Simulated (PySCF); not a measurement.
# Iodine: a sound run and one with changed settings

Sound run: I [Kr] 4d10 5s2 5p5, I⁺ [Kr] 4d10 5s2 5p4. Computed with PySCF 2.14 in def2-TZVP with the def2 core potential (28 electrons), with a scalar-relativistic core potential. In the sound run the correlated levels freeze 4s2 4p6 4d10 outside the core potential. The sound run starts from symmetry-adapted Hartree-Fock orbitals and uses a fine grid where one is needed.

Changed run: all electrons correlated in a basis built for the valence shell.

```tsv
species	method	sound run (hartree)	changed run (hartree)	converged
I	MP2	-296.77194	-297.21363	yes
I⁺	MP2	-296.39512	-296.83284	yes
```

Ionisation energy of I:

```json
{"method": "UHF", "sound run (eV)": "9.551", "changed run (eV)": "9.551"}
{"method": "MP2", "sound run (eV)": "10.254", "changed run (eV)": "10.362"}
{"method": "SCS-MP2", "sound run (eV)": "10.252", "changed run (eV)": "10.324"}
```

A valence basis has no tight correlating functions, so it recovers only part of the core correlation, and not evenly between atom and ion.

For comparison, NIST gives 10.451 eV between the lowest levels.
